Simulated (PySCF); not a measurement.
C2H6Be (SMILES [CH3][Be][CH3]), singlet, at a GFN2-xTB geometry (such geometries of metal compounds can be far from the true shape); LC-WPBE/6-31G, TDDFT run with PySCF.

Input for PySCF:
```python
from pyscf import gto, scf, dft, tdscf

mol = gto.M(
    atom='''
Be    0.007054    0.006947    0.009795
C     1.334061    0.167004   -1.080495
H     2.044066   -0.659855   -1.041830
H     1.943092    1.057290   -0.920686
H     1.038030    0.223487   -2.128658
C    -1.334987   -0.167916    1.079210
H    -1.909065   -1.081312    0.919170
H    -2.070967    0.633363    1.004477
H    -1.067817   -0.195288    2.136062
''',
    basis='6-31g',
    charge=0,
    spin=0,
    verbose=4,
)

mf = dft.RKS(mol)
mf.xc = 'lc_wpbe'
mf.kernel()
td = mf.TDDFT()
td.nstates = 2
td.kernel()
td.analyze()
```

It wrote (shortened):

```
PySCF version 2.14.0

[INPUT] verbose = 4
[INPUT] num. atoms = 9
[INPUT] num. electrons = 22
[INPUT] charge = 0
[INPUT] spin (= nelec alpha-beta = 2S) = 0
[INPUT] symmetry False subgroup None
[INPUT] Mole.unit = angstrom
[INPUT] Symbol           X                Y                Z      unit          X                Y                Z       unit  Magmom
[...]
nuclear repulsion = 50.6622556891596
number of shells = 27
number of NR pGTOs = 90
number of NR cGTOs = 39
basis = 6-31g
ecp = {}

******** <class 'pyscf.dft.rks.RKS'> ********
method = RKS
initial guess = minao
damping factor = 0
level_shift factor = 0
DIIS = <class 'pyscf.scf.diis.CDIIS'>
diis_start_cycle = 1
diis_space = 8
diis_damp = 0
SCF conv_tol = 1e-09
SCF conv_tol_grad = None
SCF max_cycles = 50
direct_scf = True
direct_scf_tol = 1e-13
XC library pyscf.dft.libxc version 7.1.2
    S. Lehtola, C. Steigemann, M. J. T. Oliveira, and M. A. L. Marques,  SoftwareX 7, 1–5 (2018)
XC functionals = lc_wpbe
    O. A. Vydrov and G. E. Scuseria,  J. Chem. Phys. 125, 234109 (2006)
radial grids:
    Treutler-Ahlrichs [JCP 102, 346 (1995); DOI:10.1063/1.469408] (M4) radial grids

becke partition: Becke, JCP 88, 2547 (1988); DOI:10.1063/1.454033
pruning grids: <function nwchem_prune>
grids dens level: 3
symmetrized grids: False
atomic radii adjust function: <function treutler_atomic_radii_adjust>
small_rho_cutoff = 0
Set gradient conv threshold to 3.16228e-05
Initial guess from minao.
tot grids = 100808
init E= -94.5305299043285
[...]
cycle= 1 E= -94.4569075410183  delta_E= 0.0736  |g|= 0.287  |ddm|= 2.36
[...]
cycle= 2 E= -94.4771856660724  delta_E= -0.0203  |g|= 0.15  |ddm|= 0.376
[...]
cycle= 3 E= -94.4836681468287  delta_E= -0.00648  |g|= 0.029  |ddm|= 0.14
[...]
cycle= 4 E= -94.4840671540793  delta_E= -0.000399  |g|= 0.00236  |ddm|= 0.0659
[...]
cycle= 5 E= -94.484072781736  delta_E= -5.63e-06  |g|= 0.000361  |ddm|= 0.0103
[...]
cycle= 6 E= -94.4840729051601  delta_E= -1.23e-07  |g|= 5.97e-05  |ddm|= 0.00155
[...]
cycle= 7 E= -94.4840729080077  delta_E= -2.85e-09  |g|= 5.84e-06  |ddm|= 0.000263
[...]
cycle= 8 E= -94.48407290804  delta_E= -3.23e-11  |g|= 1.03e-06  |ddm|= 2.41e-05
[...]
Extra cycle  E= -94.484072908041  delta_E= -9.09e-13  |g|= 3.37e-07  |ddm|= 3.54e-06
converged SCF energy = -94.484072908041

******** <class 'pyscf.tdscf.rks.TDDFT'> for <class 'pyscf.dft.rks.RKS'> ********
nstates = 2 singlet
deg_eia_thresh = 1.000e-03
wfnsym = None
conv_tol = 1e-05
eigh lindep = 1e-12
eigh level_shift = 0
eigh max_cycle = 100

Excitation energies (eV)
[7.19746219 7.19842991]

** Singlet excitation energies and oscillator strengths **
Excited State   1:      7.19746 eV    172.26 nm  f=0.0001
      11 -> 12        0.70033
Excited State   2:      7.19843 eV    172.24 nm  f=0.0000
      11 -> 13       -0.70037

** Transition electric dipole moments (AU) **
state          X           Y           Z        Dip. S.      Osc.
  1        -0.0154     -0.0013      0.0120      0.0004      0.0001
  2        -0.0000     -0.0003     -0.0007      0.0000      0.0000

** Transition velocity dipole moments (imaginary part, AU) **
state          X           Y           Z        Dip. S.      Osc.
  1        -0.0049     -0.0004      0.0038      0.0000      0.0001
  2        -0.0000     -0.0001     -0.0002      0.0000      0.0000

** Transition magnetic dipole moments (imaginary part, AU) **
state          X           Y           Z
  1        -0.4809      1.1304     -0.4191
  2         0.6670      0.6253      0.9213
```
